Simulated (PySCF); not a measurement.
# Magnetic susceptibility: `C=[P@@](C)(/C=C/C)C(F)=C(F)F`, C7H10F3P

Geometry:
```
atom   x (Å)   y (Å)   z (Å)
  C1  -0.159   2.254  -0.512
  P2  -0.749   0.739  -0.028
  C3  -2.452  -0.051  -0.087
  C4   0.270  -0.584  -0.694
  C5   1.547  -0.350  -0.976
  C6   2.496  -1.352  -1.526
  C7  -0.479   0.730   1.789
  F8  -0.252   1.916   2.367
  C9  -0.363  -0.378   2.510
 F10  -0.570  -1.582   1.985
 F11  -0.080  -0.477   3.801
 H12  -0.696   3.074  -0.044
 H13  -0.138   2.340  -1.595
 H14  -2.733  -0.146  -1.136
 H15  -3.164   0.614   0.404
 H16  -2.485  -1.031   0.384
 H17  -0.190  -1.553  -0.839
 H18   1.936   0.648  -0.810
 H19   2.009  -2.310  -1.696
 H20   2.917  -0.992  -2.464
 H21   3.325  -1.493  -0.833
```

Level of theory: PySCF 2.14.0, GIAO HF/pcSseg-1 magnetisability, rotational g tensor and spin-rotation constants, non-relativistic, gas phase. Geometry: GFN2-xTB.

(1) What are the magnetisability and the molar susceptibility?

(2) Split it along the inertial axes a, b, c into diamagnetic and paramagnetic parts about the centre of mass, with the quadrupole moment.

(3) And the rotational g tensor?

## Answers

(1) Isotropic -1731 × 10⁻³⁰ J/T², or -104.2 × 10⁻⁶ cm³/mol; principal values -1801, -1754, -1639 × 10⁻³⁰ J/T², anisotropy 144 × 10⁻³⁰ J/T² (root of half the summed squared differences of the principal values). The susceptibility is in cgs units.

(2) 
```tsv
axis	χ (10⁻⁶ cm³/mol)	diamagnetic (10⁻⁶ cm³/mol)	paramagnetic (10⁻⁶ cm³/mol)	summed x² of all electrons (Å²)	quadrupole Θ (D Å)
a	-107.3	-1243.4	1136.1	311.1	+3.85
b	-103.3	-1785.2	1681.9	183.4	-2.35
c	-102.1	-2098.0	1995.9	109.7	-1.50
```
Anisotropies 2χaa − χbb − χcc = -9.2 and 2χbb − χaa − χcc = +2.8 × 10⁻⁶ cm³/mol. Θ is traceless in Buckingham's convention.

(3) 
| axis | rotational constant (GHz) | g | nuclear part | electronic part |
| --- | --- | --- | --- | --- |
| a | 1.0769 | -0.0127 | 0.5621 | -0.5748 |
| b | 0.7054 | -0.0084 | 0.5489 | -0.5574 |
| c | 0.5899 | -0.0075 | 0.5456 | -0.5531 |

Asymmetric top; isotopes 12C, 19F, 1H, 31P; no vibrational averaging.
